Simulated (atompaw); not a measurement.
**selenium (Se): one change to a PAW (atompaw) potential, before and after**

atompaw 4.2.0.5 input, output lines left out:

```
Se 34
GGA-PBE scalarrelativistic loggrid 1500 logderivrange -3 5 201
4 4 3 0 0 0
4 1 4
0 0 0
c
c
c
v
c
c
v
c
2
2.00 1.75 1.60 1.80
y
-0.8
n
y
-0.1
n
y
0.2
n
custom polynom2 7 10 vanderbiltortho besselshape
3 0.5 ultrasoft
1.65
2.00
2.00
2.00
1.70
```

Change: augmentation besselshape compensation charge, radius 1.75 bohr; PAW radius 2.00 bohr; waves and projectors: custom rrkj gramschmidtortho.

Cutoffs: the cutoffs (Ry, on a coarse ladder) from which the occupation-weighted sum of valence levels, in a spherical-Bessel basis at the reference potential, stays within 10 and 1 mRy of its value at 400 Ry; they do not see the model core or the augmentation charge, which bear on the density cutoff.

What does the change do?

The potential gets harder (12 Ry and 18 Ry → 15 Ry and 21 Ry); neither file shows a bound ghost.

```tsv
quantity	base	changed
cutoff, loose	12 Ry	15 Ry
cutoff, tight	18 Ry	21 Ry
loose cutoff by channel (10 mRy a level)	s 6 Ry, p 8 Ry	s 6 Ry, p 10 Ry
bound ghosts	none	none
s: phases at 2.00 bohr within 0.05 rad from the reference energy up to (Ry; the scan ends near 5)	2.1	2.4
p: phases at 2.00 bohr within 0.05 rad from the reference energy up to (Ry; the scan ends near 5)	to the end of the scan	to the end of the scan
d: phases at 2.00 bohr within 0.05 rad from the reference energy up to (Ry; the scan ends near 5)	1.2	1.2
lowest overlap eigenvalue by channel	s 0.03, p 0.35, d 1.00	s 0.05, p 0.66, d 1.00
```

 The cutoffs see the waves, projectors and local potential, not the compensation charge or the core.
